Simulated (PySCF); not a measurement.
## ECD: `N#C[C@H]1C[C@H](F)CO1`, C5H6FNO

Geometry:
| atom | x (Å) | y (Å) | z (Å) |
| --- | --- | --- | --- |
| N1 | 3.475 | -0.162 | 0.163 |
| C2 | 2.369 | -0.159 | -0.121 |
| C3 | 0.961 | -0.189 | -0.458 |
| C4 | 0.094 | -0.755 | 0.686 |
| C5 | -1.253 | -0.070 | 0.446 |
| F6 | -2.140 | -0.944 | -0.143 |
| C7 | -0.927 | 1.075 | -0.535 |
| O8 | 0.474 | 1.125 | -0.666 |
| H9 | 0.833 | -0.795 | -1.373 |
| H10 | 0.001 | -1.839 | 0.647 |
| H11 | 0.507 | -0.459 | 1.650 |
| H12 | -1.735 | 0.270 | 1.367 |
| H13 | -1.401 | 0.850 | -1.500 |
| H14 | -1.258 | 2.053 | -0.186 |

Computed with PySCF 2.14.0, TDDFT B3LYP/def2-SVPD circular dichroism and optical rotation, one conformer, gas phase. Geometry: GFN2-xTB.

States above about 8.3 eV (minus the energy of the highest occupied orbital) lie near or above the ionisation threshold and depend on the basis.

(1) Assign R or S to each stereocentre.

(2) Which excitations and rotatory strengths does the calculation give?

## Answers

(1) C3 R, C5 S.

(2) Rotatory strengths R in 10⁻⁴⁰ esu² cm², velocity form and length form (origin at the centre of mass); f in length form.
```tsv
state	E (eV)	λ (nm)	f	R (velocity)	R (length)	main
1	6.77	183	0.001	+5.5	+5.5	HOMO→LUMO 0.96
2	7.40	168	0.018	+19.9	+19.1	HOMO→LUMO+1 0.87
3	7.54	164	0.002	-1.1	-1.0	HOMO−1→LUMO 0.51, HOMO−2→LUMO 0.17
4	7.71	161	0.021	+13.2	+13.8	HOMO→LUMO+2 0.91
5	7.80	159	0.002	-8.9	-8.5	HOMO→LUMO+3 0.77
6	8.02	155	0.007	+0.6	+0.1	HOMO−1→LUMO 0.22, HOMO−2→LUMO 0.17
7	8.27	150	0.003	-3.2	-3.3	HOMO−2→LUMO 0.21, HOMO−3→LUMO+1 0.19
8	8.30	149	0.015	+8.1	+7.9	HOMO→LUMO+4 0.39, HOMO−3→LUMO 0.15
9	8.32	149	0.019	-22.6	-20.9	HOMO→LUMO+4 0.56, HOMO−3→LUMO 0.14
10	8.51	146	0.009	-8.8	-9.5	HOMO→LUMO+5 0.87
11	8.66	143	0.014	-27.0	-26.8	HOMO−1→LUMO+1 0.44, HOMO−2→LUMO+1 0.15
12	8.72	142	0.011	+14.5	+15.4	HOMO−4→LUMO 0.58, HOMO−2→LUMO+1 0.16
13	8.79	141	0.004	+0.8	-0.1	HOMO−2→LUMO+1 0.31, HOMO−4→LUMO 0.26
14	8.86	140	0.005	-4.9	-4.9	HOMO−1→LUMO+2 0.66, HOMO−1→LUMO+3 0.13
15	8.97	138	0.011	+4.1	+3.8	HOMO−2→LUMO+2 0.43, HOMO→LUMO+6 0.27
16	9.02	138	0.015	+10.4	+9.8	HOMO→LUMO+6 0.64, HOMO−2→LUMO+2 0.17
```

For state 13 the two forms differ in sign, so the sign of R isn't settled.

Among the states computed, the strongest CD band (largest |R|) is state 11. The largest dissymmetry factor in size, g = 4R/(D+G), with D and G the electric and magnetic dipole strengths, is -0.061 for state 5 (velocity form, f = 0.002), among bands with |R| over 0.5. The mirror image has the same energies and oscillator strengths and all R with the opposite sign.
